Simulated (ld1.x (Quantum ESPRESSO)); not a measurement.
# W (Z = 74): variants of one TM potential

Base potential:

ld1.x (Quantum ESPRESSO) 7.5 input, shortened:

```
&input
   title='W', zed=74., rel=1, dft='PBE', iswitch=3,
   config='[Xe] 4f14 5d4 6s1 6p1'
 /
 &inputp
   pseudotype=2, tm=.true., lloc=0,
   nlcc=.true., new_core_ps=.true., rcore=1.20
 /
3
6P  2  1   1.00   0.00  3.45  3.45  0.0
5D  3  2   4.00   0.00  1.95  1.95  0.0
6S  1  0   1.00   0.00  2.20  2.20  0.0
 &test
   configts(1)='5d4 6s1 6p1'
 /
```

All-electron outer shells of the reference configuration (PBE, scalar-relativistic, ld1.x):

```json
{"shell": "5p", "level (eV)": "-44.81", "outermost node (bohr)": "0.57", "outermost maximum (bohr)": "1.09"}
{"shell": "4f", "level (eV)": "-34.81", "outermost node (bohr)": "–", "outermost maximum (bohr)": "0.43"}
{"shell": "6s", "level (eV)": "-6.76", "outermost node (bohr)": "1.28", "outermost maximum (bohr)": "2.61"}
{"shell": "5d", "level (eV)": "-5.90", "outermost node (bohr)": "0.63", "outermost maximum (bohr)": "1.49"}
{"shell": "6p", "level (eV)": "-2.12", "outermost node (bohr)": "1.53", "outermost maximum (bohr)": "3.61"}
```

Cutoffs, loose and tight: the cutoffs (Ry, on a coarse ladder) from which the occupation-weighted sum of valence levels, in a spherical-Bessel basis at the reference potential, stays within 10 and 1 mRy of its value at 400 Ry. They do not see the model core or the augmentation charge, which bear on the density cutoff. Test errors are all-electron minus pseudo excitation energies from the reference, over the configurations 5d4 6s2 6p0; 5d4 6s1 6p0; 5d4 6s0 6p0; 5d4 6s0 6p2; 5d2 6s0 6p0; 5d4.5 6s1.5 6p0; 5d3 6s2 6p0. A dash means not determined; rows that change the core or the reference have their own tests.

A true bound ghost makes a file unfit for plane-wave use even where its test errors are small: the radial tests pick states by their node count and pass the ghost by.

```csv
change,outcome,"cutoff, loose","cutoff, tight",bound ghosts,largest test error (meV)
base,generated,30 Ry,35 Ry,none,-668
wave 6p (bound): rc 3.45 bohr becomes 6p (bound): rc 2.68 bohr,generated,30 Ry,40 Ry,none,-693
wave 6p (bound): rc 3.45 bohr becomes 6p (bound): rc 3.02 bohr,generated,30 Ry,40 Ry,none,-672
wave 6p (bound): rc 3.45 bohr becomes 6p (bound): rc 3.24 bohr,generated,30 Ry,35 Ry,none,-666
wave 6p (bound): rc 3.45 bohr becomes 6p (bound): rc 3.70 bohr,generated,30 Ry,35 Ry,none,-674
wave 6p (bound): rc 3.45 bohr becomes 6p (bound): rc 4.18 bohr,generated,30 Ry,35 Ry,none,-710
wave 6p (bound): rc 3.45 bohr becomes 6p (bound): rc 4.46 bohr,generated,30 Ry,35 Ry,none,-744
wave 6p (bound): rc 3.45 bohr becomes 6p (bound): rc 4.90 bohr,generated,30 Ry,40 Ry,none,-800
wave 6p (bound): rc 3.45 bohr becomes 6p (bound): rc 5.24 bohr,generated,30 Ry,40 Ry,none,-830
```

**Question.** What comes out with this change to the base: wave 6p (bound): rc 3.45 bohr becomes 6p (bound): rc 2.26 bohr?

**Answer.** outcome: generated; cutoff, loose: 35 Ry; cutoff, tight: 50 Ry; bound ghosts: p; largest test error (meV): -758.

Reading the sweep of the p radius (base included, trends over the rows without a ghost): The loose cutoff stays near 30 Ry. The median size of the test errors (rows with all tests solved) is not monotonic: lowest 11.9 meV at 4.9 bohr, highest 23.0 meV at 3.24 bohr. Bound ghosts are found at 2.26 bohr.
